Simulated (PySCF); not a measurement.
C4H10O2Sb, charge +1, singlet, geometry from GFN2-xTB (all electrons, no relativity); PySCF with CAMB3LYP/STO-3G.

The PySCF input:
```python
from pyscf import gto, scf, dft

mol = gto.Mole()
mol.atom = '''
    Sb   -0.209122    0.737031    0.261695
    O    -0.551862   -1.135489    0.304901
    C    -1.598000   -1.820024    0.975159
    C    -2.542198   -0.920732    1.741652
    H    -2.135283   -2.386386    0.206379
    H    -1.112976   -2.539260    1.644330
    H    -3.024994   -0.212935    1.062670
    H    -3.312659   -1.516051    2.224994
    H    -1.996704   -0.367879    2.510956
    O     1.280426    0.507835   -0.842181
    C     1.836769   -0.689854   -1.387277
    C     2.904202   -0.296771   -2.389438
    H     2.265658   -1.283221   -0.571248
    H     1.046081   -1.285148   -1.857997
    H     3.675859    0.297536   -1.908882
    H     3.355771   -1.194533   -2.801860
    H     2.471324    0.284819   -3.198099
'''
mol.basis = 'sto-3g'
mol.charge = 1
mol.spin = 0
mol.verbose = 4
mol.build()

mf = dft.RKS(mol)
mf.xc = 'camb3lyp'
mf.kernel()
```

What the program printed (banner, timings and long lists left out):

```
PySCF version 2.14.0

[INPUT] verbose = 4
[INPUT] num. atoms = 17
[INPUT] num. electrons = 100
[INPUT] charge = 1
[INPUT] spin (= nelec alpha-beta = 2S) = 0
[INPUT] symmetry False subgroup None
[INPUT] Mole.unit = angstrom
[INPUT] Symbol           X                Y                Z      unit          X                Y                Z       unit  Magmom
[INPUT]  1 Sb    -0.209122000000   0.737031000000   0.261695000000 AA   -0.395183306621   1.392786735314   0.494531878168 Bohr   0.0
[INPUT]  2 O     -0.551862000000  -1.135489000000   0.304901000000 AA   -1.042868038555  -2.145763227456   0.576179385106 Bohr   0.0
[INPUT]  3 C     -1.598000000000  -1.820024000000   0.975159000000 AA   -3.019782347055  -3.439346900135   1.842783437905 Bohr   0.0
[INPUT]  4 C     -2.542198000000  -0.920732000000   1.741652000000 AA   -4.804057974417  -1.739931314123   3.291245284301 Bohr   0.0
[INPUT]  5 H     -2.135283000000  -2.386386000000   0.206379000000 AA   -4.035100068440  -4.509615967496   0.389999787862 Bohr   0.0
[INPUT]  6 H     -1.112976000000  -2.539260000000   1.644330000000 AA   -2.103219823214  -4.798505959063   3.107333358406 Bohr   0.0
[INPUT]  7 H     -3.024994000000  -0.212935000000   1.062670000000 AA   -5.716410188453  -0.402388832334   2.008155260792 Bohr   0.0
[INPUT]  8 H     -3.312659000000  -1.516051000000   2.224994000000 AA   -6.260018254076  -2.864921180873   4.204629288801 Bohr   0.0
[INPUT]  9 H     -1.996704000000  -0.367879000000   2.510956000000 AA   -3.773223711824  -0.695190556979   4.745019150833 Bohr   0.0
[INPUT] 10 O      1.280426000000   0.507835000000  -0.842181000000 AA    2.419654462772   0.959669066468  -1.591491437312 Bohr   0.0
[INPUT] 11 C      1.836769000000  -0.689854000000  -1.387277000000 AA    3.470990364091  -1.303635125936  -2.621573588908 Bohr   0.0
[INPUT] 12 C      2.904202000000  -0.296771000000  -2.389438000000 AA    5.488146390414  -0.560815911713  -4.515383411628 Bohr   0.0
[INPUT] 13 H      2.265658000000  -1.283221000000  -0.571248000000 AA    4.281473111930  -2.424936247291  -1.079502269206 Bohr   0.0
[INPUT] 14 H      1.046081000000  -1.285148000000  -1.857997000000 AA    1.976806594111  -2.428577749533  -3.511105470264 Bohr   0.0
[INPUT] 15 H      3.675859000000   0.297536000000  -1.908882000000 AA    6.946366782518   0.562261552199  -3.607264184112 Bohr   0.0
[INPUT] 16 H      3.355771000000  -1.194533000000  -2.801860000000 AA    6.341488126758  -2.257340216755  -5.294748039374 Bohr   0.0
[INPUT] 17 H      2.471324000000   0.284819000000  -3.198099000000 AA    4.670125525065   0.538229905072  -6.043531229245 Bohr   0.0

nuclear repulsion = 721.221042616264
number of shells = 39
number of NR pGTOs = 201
number of NR cGTOs = 67
basis = sto-3g
ecp = {}

******** <class 'pyscf.dft.rks.RKS'> ********
method = RKS
initial guess = minao
damping factor = 0
level_shift factor = 0
DIIS = <class 'pyscf.scf.diis.CDIIS'>
diis_start_cycle = 1
diis_space = 8
diis_damp = 0
SCF conv_tol = 1e-09
SCF conv_tol_grad = None
SCF max_cycles = 50
direct_scf = True
direct_scf_tol = 1e-13
XC library pyscf.dft.libxc version 7.1.2
    S. Lehtola, C. Steigemann, M. J. T. Oliveira, and M. A. L. Marques,  SoftwareX 7, 1–5 (2018)
XC functionals = camb3lyp
    T. Yanai, D. P. Tew, and N. C. Handy,  Chem. Phys. Lett. 393, 51 (2004)
radial grids:
    Treutler-Ahlrichs [JCP 102, 346 (1995); DOI:10.1063/1.469408] (M4) radial grids

becke partition: Becke, JCP 88, 2547 (1988); DOI:10.1063/1.454033
pruning grids: <function nwchem_prune>
grids dens level: 3
symmetrized grids: False
atomic radii adjust function: <function treutler_atomic_radii_adjust>
small_rho_cutoff = 0
Set gradient conv threshold to 3.16228e-05
Initial guess from minao.
tot grids = 204680
init E= -6541.08370770279
  HOMO = -0.49593547057906  LUMO = -0.422687389079134  gap/eV = 1.99318
cycle= 1 E= -6558.05405175067  delta_E=  -17  |g|= 0.619  |ddm|=  5.1
  HOMO = -0.295317828630119  LUMO = -0.0959454325077423  gap/eV = 5.42520
cycle= 2 E= -6558.02735950133  delta_E= 0.0267  |g|= 0.79  |ddm|= 1.72
  HOMO = -0.41419438082423  LUMO = -0.165272199518839  gap/eV = 6.77352
cycle= 3 E= -6558.19238072078  delta_E= -0.165  |g|= 0.239  |ddm|= 1.19
  HOMO = -0.441384383365616  LUMO = -0.184951126477834  gap/eV = 6.97790
cycle= 4 E= -6558.20710782623  delta_E= -0.0147  |g|= 0.116  |ddm|= 0.474
  HOMO = -0.438405142766273  LUMO = -0.189734297847011  gap/eV = 6.76668
cycle= 5 E= -6558.21159115767  delta_E= -0.00448  |g|= 0.0302  |ddm|= 0.199
  HOMO = -0.444880550878223  LUMO = -0.190272868258953  gap/eV = 6.92823
cycle= 6 E= -6558.21194289545  delta_E= -0.000352  |g|= 0.00338  |ddm|= 0.0463
  HOMO = -0.444742599676892  LUMO = -0.189256230452053  gap/eV = 6.95214
cycle= 7 E= -6558.21195042045  delta_E= -7.52e-06  |g|= 0.000707  |ddm|= 0.00889
  HOMO = -0.444664569268861  LUMO = -0.189335925369146  gap/eV = 6.94785
cycle= 8 E= -6558.21195083192  delta_E= -4.11e-07  |g|= 0.000267  |ddm|= 0.00239
  HOMO = -0.444656415960231  LUMO = -0.189343338951229  gap/eV = 6.94742
cycle= 9 E= -6558.21195086834  delta_E= -3.64e-08  |g|= 0.000113  |ddm|= 0.000617
  HOMO = -0.444658140100566  LUMO = -0.18934479333562  gap/eV = 6.94743
cycle= 10 E= -6558.21195087633  delta_E= -7.99e-09  |g|= 1.39e-05  |ddm|= 0.000373
  HOMO = -0.444659156459408  LUMO = -0.189344764991026  gap/eV = 6.94746
cycle= 11 E= -6558.21195087658  delta_E= -2.56e-10  |g|= 3.41e-06  |ddm|= 7.22e-05
  HOMO = -0.444659294584506  LUMO = -0.189345086501547  gap/eV = 6.94745
Extra cycle  E= -6558.21195087656  delta_E= 2.73e-11  |g|= 4.74e-06  |ddm|= 1.23e-05
converged SCF energy = -6558.21195087656
```
